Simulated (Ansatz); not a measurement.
Task: Name a neutral molecule of Cl, Ga, S and H with HOMO–LUMO gap (B3LYP/def2-TZVPP) between 6.20 and 6.50 eV and HOMO energy (B3LYP/def2-TZVPP) between -8.35 and -8.05 eV (Ansatz, PBE0-D4/def2-TZVP geometry).

Result: `[SH][Ga]([Cl])[Cl]` (6.21 eV, -8.09 eV). Other molecules can fit too; these were computed, each in one conformer that needn't be the lowest.

B3LYP here is the variant with VWN-RPA as its local correlation; programs differ in this.
